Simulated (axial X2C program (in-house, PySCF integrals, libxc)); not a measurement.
**Curves of ReI⁺ from open-shell CI on d5 s0 p(π)0**

Calculated with an in-house all-electron X2C program for linear molecules (integrals from PySCF): two-component X2C with atomic mean-field Coulomb and Gaunt terms, basis Re dyall-v3z, I dyall-v3z (cores contracted in-house). Orbitals come from Hartree–Fock averaged over the configuration Re d5 s0 p(π)0; CI then distributes these electrons over the d, s, p(π) shells of Re.

Scan along the bond; masses Re 186.956 u, I 126.904 u. Energies in cm⁻¹ from the lowest point; levels are followed by energy order within each Ω. Lowest level at 2.552 Å: 100% d5.

```tsv
R (Å)	(1)Ω=1/2	(1)Ω=3/2	(1)Ω=5/2	(2)Ω=1/2	(2)Ω=5/2	(2)Ω=3/2	(3)Ω=1/2	(3)Ω=3/2	(1)Ω=7/2
2.373	3187	3272	3376	18118	18569	18868	19875	20331	20542
2.463	904	975	1060	16580	16866	17233	18182	18467	18589
2.552	0	57	125	16260	16422	16852	17690	17915	17957
2.654	124	168	216	16918	16981	17474	18204	18361	18358
2.756	1089	1120	1151	18311	18317	18861	19505	19570	19586
2.871	2816	2836	2850	20424	20413	20995	21560	21510	21601
3.011	5430	5439	5438	23404	23423	24018	24516	24343	24559
```

Question: Fit the curves (1)Ω=1/2, (1)Ω=3/2, (1)Ω=5/2, (2)Ω=1/2, (2)Ω=5/2, (2)Ω=3/2, (3)Ω=1/2, (3)Ω=3/2, (1)Ω=7/2 near their minima.

Answer: From the open-shell CI curves, Te from the lowest:

```
   level  Te (cm⁻¹)  Re (Å)  ωe (cm⁻¹)
(1)Ω=1/2          0   2.589      215.0
(1)Ω=3/2         52   2.591      214.6
(1)Ω=5/2        112   2.592      214.0
(2)Ω=1/2      16322   2.536      224.2
(2)Ω=5/2      16496   2.547      223.9
(2)Ω=3/2      16921   2.541      225.7
(3)Ω=1/2      17766   2.552      223.2
(3)Ω=3/2      17990   2.557      220.3
(1)Ω=7/2      18025   2.563      223.1
```

Without dynamic correlation distances can be off by several hundredths of an Å (long for ionic bonds, short for multiple bonds) and the wavenumbers are rough.

The 9 lowest curves are shown; the next is (3)Ω=5/2, from 18310 cm⁻¹.

There is no dynamic correlation: spin–orbit spacings and, for f shells, spacings inside one term are the most reliable numbers, splittings between terms come out too wide, and energies between configurations are not reliable, so the lowest level need not be the ground state of the molecule. For d shells the ligand-field splittings (σ, π, δ) and their order can be off by a thousand cm⁻¹ or more. At most 4 roots were kept for each Ω > 0 (twice that for Ω = 0) within 3.2 eV of the lowest, so higher up levels can be missing between those listed; levels with Ω > 0 are doubly degenerate and listed once, Ω = 0 levels singly. Some active spinors are only partly of the character that their shell is named for, so the shell names and counts are nominal. States that fill the shells left empty in the average are placed too high.
